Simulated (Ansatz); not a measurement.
C3H5Br (allyl bromide): entropy by statistical mechanics

A singlet with charge 0, relaxed at PBE/def2-SVP (Ansatz 0.2.0):

```xyz
9

C    -0.3118    1.3402   -0.4651
C     0.3429    0.1653   -0.4219
C     0.1432   -0.8595    0.6389
Br   -0.6032   -2.5427   -0.1141
H    -0.1143    2.0778   -1.2583
H    -1.0664    1.6080    0.2935
H     1.0850   -0.0807   -1.2018
H    -0.5690   -0.5333    1.4191
H     1.0937   -1.1751    1.1096
```

Harmonic wavenumbers in cm⁻¹: 104, 242, 374, 526, 683, 837, 909, 924, 985, 1049, 1165, 1170, 1264, 1368, 1407, 1664, 3022, 3072, 3087, 3103, 3174.

Masses in u: C 12.011, Br 79.904, H 1.008. Take T = 298.15 K, p = 1 bar, R = 8.3145 J/(mol K), kT/hc = 207.22 cm⁻¹, rigid rotor and harmonic oscillator.

Problem. Compute the standard molar entropy.

Solution. 
1. Translation (Sackur–Tetrode): S = R[3/2 ln M + 5/2 ln T − 1.1517] with M = 120.977 gives 168.7 J/(mol K).
2. Rotation: principal moments 26.608, 263.707, 271.700 u Å² give A, B, C = 0.6336, 0.0639, 0.062 cm⁻¹; the symmetry number is σ = 1; q = (√π/σ)√((kT/hc)³/ABC) = 105528; S = R(ln q + 3/2) = 108.6.
3. Vibration: with u = ν̃/207.22, each mode gives R[u/(eᵘ − 1) − ln(1 − e⁻ᵘ)]; the sum is 33.2, most from 104 cm⁻¹ (14.1), 242 cm⁻¹ (7.5), 374 cm⁻¹ (4.4).
4. Spin and the two mirror images of this shape: R ln 2 = 5.8.
5. Sum: 168.7 + 108.6 + 33.2 + 5.8 = 316.3 J/(mol K).

No measured value is set beside it here. Where a soft mode is a torsion, a harmonic oscillator describes it poorly.
